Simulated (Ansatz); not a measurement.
Geometry optimisation, UKS PBE0-D4/def2-SVP in Ansatz.

input.yaml

```yaml
crystal:
  periodic: [false, false, false]
  atoms:
    - { symbol: Ge, position_ang: [0.000457, 0.0, -0.300516] }
    - { symbol: H, position_ang: [-1.2e-05, 0.0, 2.454154] }
    - { symbol: H, position_ang: [1.468334, 0.0, -0.772589] }
    - { symbol: H, position_ang: [-0.733458, 1.271325, -0.772371] }
    - { symbol: H, position_ang: [-0.733458, -1.271325, -0.772371] }
    - { symbol: H, position_ang: [-0.000264, 0.0, 3.175094] }
magnetization:
  spin_polarized: true
  initial_magnetization: 1
basis:
  gaussian: { orbitals: def2-SVP }
hamiltonian:
  xc: pbe0
  dispersion: d4
relax:
  f_tol: 0.03
  max_steps: 50
```

Run as:

```bash
$ ansatz run input.yaml --threads 1 --pin off --max-ram 2048MiB --backend cpu --events-out ev --progress --plain --runs-dir out
```

**Question.** Where does it end, and by what steps?

**Answer.** It converged. The force dipped under the threshold on the way, but the program's further checks kept it going. After 4 steps the energy has fallen by 0.068 eV; H6 moved furthest, 0.47 Å.

```
step  energy less start (eV)  largest force component (eV/Å)  accepted
   0                  0.0000                           1.826       yes
   1                 -0.0593                           0.073       yes
   2                 -0.0663                           0.082       yes
   3                 -0.0682                           0.009       yes
   4                 -0.0685                           0.004       yes
```

```xyz
6
Properties=species:S:1:pos:R:3
Ge 0.001 0.000 -0.526
H 0.000 0.000 2.878
H 1.469 0.000 -0.994
H -0.734 1.272 -0.994
H -0.734 -1.272 -0.994
H 0.000 0.000 3.640
```

Time of the run: 11 s on 1 thread of Arm Neoverse V1, on a shared host, peak memory 0.13 GiB.
